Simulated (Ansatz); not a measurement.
A search over several starts for the lowest SCF solution of CuN3F3H9⁻ (relaxed from a model of mer-[CuF3(NH3)3]-, whose bonding it doesn't keep) at the given spin, in a small basis.

```yaml
crystal:
  periodic: [false, false, false]
  atoms:
    - {symbol: Cu, position_ang: [-0.591748, -0.325535, 0.938643]}
    - {symbol: F, position_ang: [-0.920435, 1.173886, 2.059148]}
    - {symbol: F, position_ang: [-1.001523, -2.025397, 0.246754]}
    - {symbol: F, position_ang: [1.308623, -0.386644, 1.071198]}
    - {symbol: N, position_ang: [-1.948854, 0.570472, -0.386615]}
    - {symbol: N, position_ang: [0.577877, 2.246534, -0.187986]}
    - {symbol: N, position_ang: [1.784252, -2.841471, -0.518635]}
    - {symbol: H, position_ang: [-2.345119, -0.081327, -1.055941]}
    - {symbol: H, position_ang: [-1.337304, 1.264614, -0.826856]}
    - {symbol: H, position_ang: [-2.664432, 1.045240, 0.155020]}
    - {symbol: H, position_ang: [1.174684, 3.058057, -0.326165]}
    - {symbol: H, position_ang: [1.188145, 1.437411, -0.025294]}
    - {symbol: H, position_ang: [0.102172, 2.349092, 0.715190]}
    - {symbol: H, position_ang: [0.766526, -2.931535, -0.434620]}
    - {symbol: H, position_ang: [1.951479, -2.545819, -1.480632]}
    - {symbol: H, position_ang: [1.955648, -2.007577, 0.056790]}
basis:
  gaussian: {orbitals: def2-SVP, initial_orbitals: start.molden}
total_charge: -1
magnetization: {spin_polarized: true, initial_magnetization: 1}
hamiltonian: {xc: pbe, dispersion: d4}
output: {orbitals: {seedname: orbitals}}
```

The file start.molden holds the orbitals of an earlier run on this structure, at another level or in another basis.

```sh
$ ansatz run in.yaml --threads 4 --pin off --events-out ev --progress --plain --max-ram 4787MiB
```

Output, abridged:

```
Functional definition: PBE
1866 factors; their error is unknown
mean field evaluation 1: about -57374.7043 eV, gradient 1.2e1 eV
mean field evaluation 2: about -57375.5806 eV, gradient 7.6e-1 eV
mean field evaluation 4: about -57375.4947 eV, gradient 2.0e-1 eV
mean field evaluation 8: about -57375.4949 eV, gradient 1.8e-5 eV
mean field evaluation 16: about -57375.5841 eV, gradient 1.0e0 eV
mean field evaluation 32: about -57373.6281 eV, gradient 1.2e1 eV
mean field -57375.49488705 eV, -2108.5105465917 hartree, gradient 1.8e-5 eV, S^2 0.750900; 7 other end points of the search recorded, 0 dependent functions left out
reference -57375.49495874 eV, -2108.5105492264 hartree; 44, 43 occupied and 116, 117 virtual orbitals, 1866 factors
Total energy: -57375.79587167 eV, -2108.5216075727 hartree
```

It took 7.5 s on 4 threads of Arm Neoverse V2 on a shared host.

In the doublet geometry the species has come apart into loosely held pieces. No other spin state of charge -1 was run. Another isomer (doublet) lies 0.08 eV lower at PBE0-D4/def2-TZVPD; other spin states weren't run for this one.
